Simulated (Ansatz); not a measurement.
Reactions of `C[NH][AlH][O][SiH3]`.

Gas-phase electronic energies from Ansatz, PBE0-D4/def2-TZVP geometries. CBS: MP2 limit from def2 TZ/QZ plus the TZ coupled-cluster correction, frozen cores. This one scheme is used for every species. DFT in def2-TZVPP. B3LYP here is the variant with VWN-RPA as its local correlation; programs differ in this. For Br outer-core shells are correlated without core-valence functions, which leaves a few kJ/mol of doubt a bond. Scalar relativity is left out up to krypton. Each species was taken in one conformer, which may not be the lowest.

```csv
reaction,PBE-D4 (kcal/mol),MP2/CBS(def2) (kcal/mol),B3LYP-D4 (kcal/mol),CCSD(T)/CBS(def2) (kcal/mol)
`C[NH][AlH][O][SiH3]` + BH₃ → `[BH2][AlH][O][SiH3]` + CH₃NH₂,26.8,32.3,30.4,29.8
`C[NH][AlH][O][SiH3]` + `CC(=O)Br` → `[SiH3][O][AlH][Br]` + `CNC(C)=O`,-28.3,-30.4,-28.9,-30.5
`C[NH][AlH][O][SiH3]` + `C=NCS` → `C[NH][AlH][SH]` + `C=NCO[SiH3]`,12.8,17.4,15.6,16.0
`C[NH][AlH][O][SiH3]` + CH₄ → `[CH3][AlH][O][SiH3]` + CH₃NH₂,22.8,24.7,24.8,24.1
```

Largest T1 diagnostic: 0.014, for `CNC(C)=O`.
